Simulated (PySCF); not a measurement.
This PySCF input asks for the NMR shieldings of SMILES C1C(Cl)=C([Si@H](CC=C)Cl)C1, C7H10Cl2Si; the geometry comes from GFN2-xTB.

```python
import basis_set_exchange as bse
import numpy as np
from pyscf import gto, dft
from pyscf.prop import nmr

atoms = """
C     3.048677   -0.248787    1.297353
C     1.825334   -0.677317    1.045371
C     1.444554   -1.492421   -0.144459
Si    0.447640   -0.463979   -1.413687
Cl    1.559387    1.099338   -2.054097
C    -1.074189    0.250228   -0.592242
C    -1.952146   -0.176506    0.325987
Cl   -2.123246   -1.626009    1.204452
C    -2.788340    1.064687    0.348003
C    -1.790121    1.586340   -0.714443
H     3.874947   -0.484306    0.646176
H     3.278485    0.350265    2.161792
H     1.009790   -0.423553    1.710244
H     0.830219   -2.335087    0.173862
H     2.340171   -1.896237   -0.618021
H     0.087892   -1.284530   -2.573942
H    -3.812627    0.940018    0.001609
H    -2.790297    1.607715    1.291178
H    -1.198160    2.444037   -0.404910
H    -2.223119    1.776780   -1.693263
"""
names = dict.fromkeys(["C", "Si", "Cl", "H"], "pcSseg-1")
basis = {el: gto.basis.parse(bse.get_basis(n, elements=[el], fmt="nwchem")) for el, n in names.items()}
mol = gto.M(atom=atoms, basis=basis, charge=0, verbose=0)
mf = dft.RKS(mol, xc="PBE0")
mf.grids.level = 2
mf.grids.alignment = dft.numint.BLKSIZE   # the property module wants whole blocks of grid points
mf.conv_tol = 1e-9
mf.kernel()

calc = nmr.RKS(mf)   # GIAO
C = mf.mo_coeff
Co = C[:, mf.mo_occ > 0]
resp = mf.gen_response(singlet=True, hermi=2)
def vind(x):   # induced exchange potential for any number of trial vectors
    d = np.einsum("pi,xij,qj->xpq", C, 2 * x.reshape(-1, C.shape[1], Co.shape[1]), Co, optimize=True)
    return np.einsum("xpq,pi,qj->xij", resp(d - d.transpose(0, 2, 1)), C, Co, optimize=True).ravel()
mo1, _ = nmr.rhf.solve_mo1(calc, with_cphf=vind)
sigma = calc.kernel(mo1)
for i, s in enumerate(sigma):   # ppm
    w = np.linalg.eigvalsh((s + s.T) / 2)
    print("%2d %-2s iso %8.1f  s11 %8.1f  s22 %8.1f  s33 %8.1f" % (i, mol.atom_pure_symbol(i), w.mean(), *w))
```

Question: What does it print?

Answer: 
```
 0 C  iso     63.6  s11    -49.7  s22     83.9  s33    156.6
 1 C  iso     47.8  s11    -72.6  s22     52.3  s33    163.6
 2 C  iso    157.7  s11    145.7  s22    155.6  s33    172.0
 3 Si iso    365.9  s11    310.3  s22    373.6  s33    413.8
 4 Cl iso   1001.5  s11    962.7  s22   1003.8  s33   1038.0
 5 C  iso     36.1  s11    -69.9  s22     51.9  s33    126.2
 6 C  iso     29.9  s11    -82.6  s22     56.9  s33    115.2
 7 Cl iso    686.3  s11    435.7  s22    672.2  s33    951.0
 8 C  iso    145.6  s11    134.5  s22    138.7  s33    163.8
 9 C  iso    157.7  s11    138.8  s22    162.0  s33    172.2
10 H  iso     26.3  s11     22.2  s22     25.6  s33     31.1
11 H  iso     26.4  s11     22.9  s22     25.3  s33     30.8
12 H  iso     25.6  s11     22.7  s22     24.4  s33     29.8
13 H  iso     29.3  s11     25.7  s22     28.0  s33     34.2
14 H  iso     29.8  s11     26.7  s22     27.9  s33     34.9
15 H  iso     26.3  s11     22.6  s22     24.6  s33     31.5
16 H  iso     28.8  s11     25.4  s22     26.9  s33     34.2
17 H  iso     28.8  s11     25.8  s22     26.7  s33     33.9
18 H  iso     29.2  s11     25.7  s22     28.2  s33     33.5
19 H  iso     29.3  s11     25.5  s22     27.7  s33     34.7
```

These numbers come from an equivalent density-fitted implementation of the same equations, which agrees with the script to about 0.01 ppm for H and up to a few tenths of a ppm for heavy atoms, so last digits may differ.

Question: Turn these shieldings into chemical shifts. δ = σ(ref) − σ, references computed at the same level: 13C (186.93 ppm) and 29Si (349.16 ppm) and 1H (31.72 ppm) against TMS; HCl for 35Cl (949.78 ppm).

Answer: Averaging equivalent atoms: C 6: 157.1; C 5: 150.9; C 1: 139.1; C 0: 123.3; C 8: 41.3; C 9: 29.3; C 2: 29.2; Si 3: -16.8; Cl 7: 263; Cl 4: -52; H 12: 6.07; H 15: 5.46; H 10: 5.40; H 11: 5.34; H 16: 2.91; H 17: 2.91; H 18: 2.56; H 19: 2.44; H 13: 2.41; H 14: 1.88 ppm. 

Size and cost of the density-fitted run: 241 basis functions, 3 min wall time (2.4 min CPU) on 1 thread of an Intel Xeon, shared host; peak memory 1.1 GiB.
